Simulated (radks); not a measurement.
All-electron atom: Ti VI in [Ne] 3s2 3p5.

All-electron calculation, scalar-relativistic Kohn-Sham, BLYP, spin-polarised, spherical densities, point nucleus; open shells are filled with parallel spins first. Program: a radial shooting solver on a logarithmic mesh with Libxc functionals.

Energy parts (eV):
part                      energy
total                 -23043.593
kinetic                23243.169
electron-nucleus      -53439.534
Hartree                 8239.734
exchange-correlation   -1086.963

Orbitals (lengths in bohr, moments of r in powers of bohr; <r^-3> diverges for s and p1/2; r(90%) holds 90 % of the orbital's charge):
\begin{tabular}{lrrrr}
orbital & occ. & eigenvalue (eV) & <r^-3> & r(90%) \\ \hline
1s up & 1 & -4952.728 & - & 0.124 \\
1s down & 1 & -4952.308 & - & 0.124 \\
2s up & 1 & -618.6139 & - & 0.504 \\
2s down & 1 & -618.2784 & - & 0.504 \\
2p up & 3 & -526.3231 & 265.4 & 0.476 \\
2p down & 3 & -525.8305 & 265.3 & 0.476 \\
3s up & 1 & -135.8128 & - & 1.41 \\
3s down & 1 & -134.0348 & - & 1.41 \\
3p up & 3 & -110.9563 & 36.57 & 1.50 \\
3p down & 2 & -109.2438 & 36.39 & 1.51 \\
3d up & 0 & -73.1224 & 3.523 & 1.69 \\
3d down & 0 & -71.6465 & 3.509 & 1.71 \\
4s up & 0 & -50.6094 & - & 3.14 \\
4s down & 0 & -50.2136 & - & 3.15 \\
4p up & 0 & -43.3431 & 8.226 & 3.40 \\
4p down & 0 & -43.0108 & 8.139 & 3.42 \\
\end{tabular}

The highest occupied level is 3p down at -109.24 eV. For comparison, the ionisation energy in NIST's Atomic Spectra Database is 119.53 eV (semi-empirical). In exact Kohn-Sham theory the highest level is minus the ionisation energy, but local and semilocal functionals leave it too shallow, through self-interaction and a potential that decays too fast; potentials with the right tail come closer. The density falls to 0.001 e/bohr^3 at r = 2.41 bohr. Spin moment in Bohr magnetons: 1.
